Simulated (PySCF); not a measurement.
SeCl: frontier orbitals

M06 at R = 2.149 Å; basis Se x2c-SVPall, Cl x2c-SVPall; spin-free X2C with a Gaussian nucleus; PySCF 2.14. State: ²Π (doublet), unpaired electrons π ↑. Only the outer orbitals are listed, counted within each symmetry.

```json
{"spin": "α", "orbital": "10σ", "occ.": "1", "ε (eV)": "-24.15", "on Se (%)": "22", "main shells (%)": "76 Cl s, 18 Se s"}
{"spin": "α", "orbital": "11σ", "occ.": "1", "ε (eV)": "-19.30", "on Se (%)": "75", "main shells (%)": "75 Se s, 20 Cl s"}
{"spin": "α", "orbital": "12σ", "occ.": "1", "ε (eV)": "-11.50", "on Se (%)": "39", "main shells (%)": "59 Cl p, 32 Se p"}
{"spin": "α", "orbital": "5π", "occ.": "1", "ε (eV)": "-10.43", "on Se (%)": "33", "main shells (%)": "67 Cl p, 32 Se p"}
{"spin": "α", "orbital": "5π", "occ.": "1", "ε (eV)": "-10.01", "on Se (%)": "23", "main shells (%)": "77 Cl p, 22 Se p"}
{"spin": "α", "orbital": "6π", "occ.": "1", "ε (eV)": "-7.75", "on Se (%)": "68", "main shells (%)": "68 Se p, 32 Cl p"}
{"spin": "α", "orbital": "6π", "occ.": "1", "ε (eV)": "-6.98", "on Se (%)": "78", "main shells (%)": "77 Se p, 22 Cl p"}
{"spin": "α", "orbital": "13σ", "occ.": "0", "ε (eV)": "-2.00", "on Se (%)": "69", "main shells (%)": "65 Se p, 30 Cl p"}
{"spin": "α", "orbital": "14σ", "occ.": "0", "ε (eV)": "6.82", "on Se (%)": "101", "main shells (%)": "93 Se s"}
{"spin": "α", "orbital": "15σ", "occ.": "0", "ε (eV)": "10.97", "on Se (%)": "83", "main shells (%)": "48 Se p, 29 Se d, 15 Cl d"}
{"spin": "β", "orbital": "10σ", "occ.": "1", "ε (eV)": "-23.94", "on Se (%)": "18", "main shells (%)": "79 Cl s, 14 Se s"}
{"spin": "β", "orbital": "11σ", "occ.": "1", "ε (eV)": "-18.46", "on Se (%)": "77", "main shells (%)": "77 Se s, 17 Cl s"}
{"spin": "β", "orbital": "12σ", "occ.": "1", "ε (eV)": "-11.21", "on Se (%)": "39", "main shells (%)": "59 Cl p, 31 Se p"}
{"spin": "β", "orbital": "5π", "occ.": "1", "ε (eV)": "-9.84", "on Se (%)": "20", "main shells (%)": "80 Cl p, 20 Se p"}
{"spin": "β", "orbital": "5π", "occ.": "1", "ε (eV)": "-9.79", "on Se (%)": "15", "main shells (%)": "85 Cl p, 14 Se p"}
{"spin": "β", "orbital": "6π", "occ.": "1", "ε (eV)": "-6.62", "on Se (%)": "80", "main shells (%)": "80 Se p, 20 Cl p"}
{"spin": "β", "orbital": "6π", "occ.": "0", "ε (eV)": "-4.47", "on Se (%)": "86", "main shells (%)": "86 Se p, 14 Cl p"}
{"spin": "β", "orbital": "13σ", "occ.": "0", "ε (eV)": "-1.71", "on Se (%)": "70", "main shells (%)": "66 Se p, 29 Cl p"}
{"spin": "β", "orbital": "14σ", "occ.": "0", "ε (eV)": "6.73", "on Se (%)": "101", "main shells (%)": "94 Se s"}
```

Problem. Which are the highest filled and the lowest empty level, where do they sit, and how wide is the gap?

Solution. Highest filled β 6π at -6.62 eV (in %: 80 Se p, 20 Cl p); lowest empty β 6π at -4.47 eV (in %: 86 Se p, 14 Cl p); the gap at M06 is 2.15 eV. Both belong to one degenerate shell, split only by its one-sided filling, so this is no excitation gap.

The bond order (Mayer) is 1.20, the ⟨S²⟩ is 0.752 and the charge on Se (Mulliken, basis-dependent) is 0.14. The charge on Se (Löwdin, basis-dependent) is 0.03. The dipole moment (positive dipole means Se(−)Cl(+)) is -0.94 D.

Shares are Mulliken populations and can fall outside 0 to 100 %.

Spin–orbit coupling is left out. The state was picked by a PBE0 search and need not be the measured ground state.
